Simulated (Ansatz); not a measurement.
CH9NSi3 (`N[Si@@H]1C[Si@H]1[SiH3]`). Charge 0, multiplicity 1.

```json
{"atom": "N1", "x (Å)": "2.435", "y (Å)": "-0.916", "z (Å)": "1.414"}
{"atom": "Si2", "x (Å)": "1.205", "y (Å)": "0.100", "z (Å)": "0.781"}
{"atom": "C3", "x (Å)": "-0.556", "y (Å)": "-0.329", "z (Å)": "1.217"}
{"atom": "Si4", "x (Å)": "-0.410", "y (Å)": "-0.456", "z (Å)": "-0.710"}
{"atom": "Si5", "x (Å)": "-1.653", "y (Å)": "1.095", "z (Å)": "-1.910"}
{"atom": "H6", "x (Å)": "2.215", "y (Å)": "-1.884", "z (Å)": "1.591"}
{"atom": "H7", "x (Å)": "3.372", "y (Å)": "-0.830", "z (Å)": "1.051"}
{"atom": "H8", "x (Å)": "1.607", "y (Å)": "1.521", "z (Å)": "0.902"}
{"atom": "H9", "x (Å)": "-0.737", "y (Å)": "-1.277", "z (Å)": "1.720"}
{"atom": "H10", "x (Å)": "-1.188", "y (Å)": "0.455", "z (Å)": "1.628"}
{"atom": "H11", "x (Å)": "-0.526", "y (Å)": "-1.864", "z (Å)": "-1.177"}
{"atom": "H12", "x (Å)": "-1.475", "y (Å)": "2.425", "z (Å)": "-1.265"}
{"atom": "H13", "x (Å)": "-3.108", "y (Å)": "0.775", "z (Å)": "-1.924"}
{"atom": "H14", "x (Å)": "-1.181", "y (Å)": "1.183", "z (Å)": "-3.318"}
```

Task: What are the harmonic wavenumbers in cm⁻¹ at PBE0-D4/def2-TZVP (Ansatz, finite differences of forces, unscaled)? (Estimate.)

Result: Computed: 57, 91, 99, 138, 171, 235, 381, 409, 442, 472, 479, 520, 568, 593, 661, 725, 735, 779, 844, 877, 880, 904, 925, 934, 941, 1358, 1581, 2202, 2207, 2216, 2222, 2239, 3107, 3183, 3590, 3682.

Task: Is this a minimum?

Result: Yes, all 36 modes are real.

Task: Give the ideal-gas thermochemistry at 298.15 K and 1 bar (rigid rotor, harmonic oscillator; point group C1, symmetry number 1).

Result: Zero-point energy 247.9 kJ/mol; H(298) − E = 275.8 kJ/mol; entropy 398.3 J/(mol·K), of which translation 168.5, rotation 118.0, vibration 111.7; G(298) − E = 157.0 kJ/mol. Modes under 100 cm⁻¹ are hindered rotations or soft bends, so the harmonic entropy is rough.

Task: And at 400, 500, 600, 800 and 1000 K?

Result: 
```csv
T (K),H − E (kJ/mol),S (J/mol/K),G − E (kJ/mol)
400,292.9,447.6,113.9
500,312.4,490.8,66.9
600,333.7,529.6,15.9
800,380.6,596.9,-97.0
1000,431.8,654.0,-222.2
```
